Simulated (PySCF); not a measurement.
## Relaxation of quartet CrF₃

Computed with UPBE0 in PySCF with Cr def2-TZVP, F def2-TZVP; no relativity; density-fitted integrals. A (50,194) grid was used.

A hand-made T-shaped start, of C2v symmetry, held to at least that symmetry:

```xyz
4
charge 0 multiplicity 4, angstrom
Cr    0.0000    0.0000   -0.3470
F     0.0000    0.0000    1.5130
F     1.8589    0.0000   -0.2821
F    -1.8589    0.0000   -0.2821
```

Task: What forces act on the atoms at the start (eV/Å)?

Result: 
```tsv
atom	Fx	Fy	Fz
Cr1	0.00	0.00	4.29
F2	0.00	0.00	-2.30
F3	-2.54	0.00	-0.99
F4	2.54	0.00	-0.99
```

Task: What does it relax to?

Result: It ends at C2v with Cr–F 1.745 Å (×2), Cr–F 1.748 Å; F–Cr–F 102.5° (×2), F–Cr–F 155.1°. A frequency run shows a minimum. Other isomers or separated fragments may lie lower.

Task: How much energy is released, and in how many steps?

Result: 88.4 kJ/mol in 6 steps.

With open d or f shells other occupations or spin states may lie lower.
